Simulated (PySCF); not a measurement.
Ionisation energy of Lu²⁺ by level of theory

Lu²⁺ [Xe] 4f14 6s1 (2S) → Lu³⁺ [Xe] 4f14 (1S), as a difference of total energies. All numbers are calculated (PySCF 2.14, the spin-free X2C one-electron Hamiltonian (Gaussian nucleus), in x2c-TZVPPall). Correlated levels: valence: [Kr] 4d10 frozen. The calculations carry no spin-orbit coupling.

| method | ionisation energy (eV) | error (eV) |
| --- | --- | --- |
| UHF | 19.951 | -1.008 |
| MP2 (valence) | 20.917 | -0.042 |
| SCS-MP2 (valence) | 20.741 | -0.218 |
| CCSD (valence) | 20.730 | -0.229 |
| CCSD(T) (valence) | 20.797 | -0.162 |

Reference: 20.959 eV (measured; NIST Atomic Spectra Database, ionization energies).

Errors of the correlated levels include the incompleteness of this basis and the frozen core.
